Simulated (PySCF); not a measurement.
**A survey of $^{29}$Si NMR shifts**

Theoretical values (PySCF 2.14.0 with density-fitted response routines): geometry: GFN2-xTB, shielding tensors at PBE0/pcSseg-1 (GIAO). Non-relativistic, in vacuum, equivalent nuclei averaged, a single conformation.

Shieldings were converted by a linear fit to measured shifts: $^{29}$Si (scatter 8.9 ppm rms, 25.8 ppm with the 6 outliers that the fit left out vs TMS, solution or neat liquid). Occasional misses reach two or three times the rms, and more in compound classes unlike the fitted ones.

**Question.** Give the $^{29}$Si shifts of `COC(F)(F)[SiH2][SiH2][SiH3]`, `C=CCNC[SiH2]C#N`, `CNC(=O)C[SiH2]O`.

**Answer.** 
| compound | environment | δ (ppm) |
| --- | --- | --- |
| [CH3:1][O:2][C:3]([F:4])([F:5])[SiH2:6][SiH2:7][SiH3:8] | Si6: silicon bonded to C, Si, 2 H | -52.3 |
| [CH3:1][O:2][C:3]([F:4])([F:5])[SiH2:6][SiH2:7][SiH3:8] | Si8: silicon bonded to Si, 3 H | -99.3 |
| [CH3:1][O:2][C:3]([F:4])([F:5])[SiH2:6][SiH2:7][SiH3:8] | Si7: silicon bonded to 2 Si, 2 H | -115.5 |
| C=CCNC[SiH2]C#N | silicon bonded to 2 C, 2 H | -66.8 |
| CNC(=O)C[SiH2]O | silicon bonded to C, O, 2 H | -31.5 |

**Question.** Order these by $^{29}$Si shift, lowest first.
A. C[C@@H](CN)N[SiH2]S
B. N#CC[C@@H]([SiH3])CCCl
C. C=CCO[Si@H](N)O
D. C[C@H](C#N)[Si](C)(C)Cl

**Answer.** B (-62.6 ppm, silicon bonded to C, 3 H), C (-44.5 ppm, silicon bonded to N, 2 O, H), A (-33.8 ppm, silicon bonded to N, S, 2 H), D (19.5 ppm, silicon bonded to 3 C, Cl).
